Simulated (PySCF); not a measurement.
An unknown shows these calculated signals:

¹H NMR (400 MHz, computed): δ 8.03 (m, 1H), 8.01 (m, 1H), 3.02 (m, 3H).

¹³C{¹H} NMR (computed): δ 188.6 (C), 188.3 (C), 142.3 (CH), 138.3 (CH), 122.6 (C), 120.2 (C), 27.4 (CH3).

Method: coordinates at the GFN2-xTB level, PBE0/pcSseg-1 with gauge-including orbitals, in PySCF 2.14.0 with density-fitted response routines (non-relativistic Hamiltonian, in vacuum, a single conformation, rapidly exchanging positions averaged).

References, each an isolated molecule treated in the same way: TMS for ¹H (σ = 31.72 ppm), ¹³C (σ = 186.93 ppm).

Which of these does the molecule contain: a nitrile, an NH or NH2 group, a heteroaromatic ring, an N-methyl group?

## Answers


- A nitrile: yes (δC 122.6).
- An NH or NH2 group: no.
- A heteroaromatic ring: no.
- An N-methyl group: no.

The data belong to `InChI=1S/C7H5ClNP/c1-5-6(4-9)2-3-7(8)10-5/h2-3H,1H3`; they needn't prove each group on their own.

Carbon signals by region: 2 in the far downfield region (above 160 ppm), 4 in the sp2 and nitrile region (100–160 ppm), 1 below 50 ppm. Above 160 ppm: 188.6, substituted aromatic carbon, 188.3, aromatic carbon bearing chlorine.

Carbons that carry Cl, above all several Cl atoms, come out too deshielded, partly because spin–orbit coupling is missing. Splittings by ³¹P in the carbon and heteronuclear signals aren't shown, as no couplings were computed. Shifts are as computed. Against solution values, carbons near 30 ppm lie about +3 ppm off and those near 130 ppm about +5 ppm; carbons on Cl a further +6 ppm. Of 1211 compounds with measured shifts, 218 miss one by over three times the rms of a fit or turn the order of signals round; such compounds aren't used in these exercises. Multiplicities follow the n + 1 count of equivalent neighbours, as no J values were calculated; m marks all less simple cases, F and P coupling included.
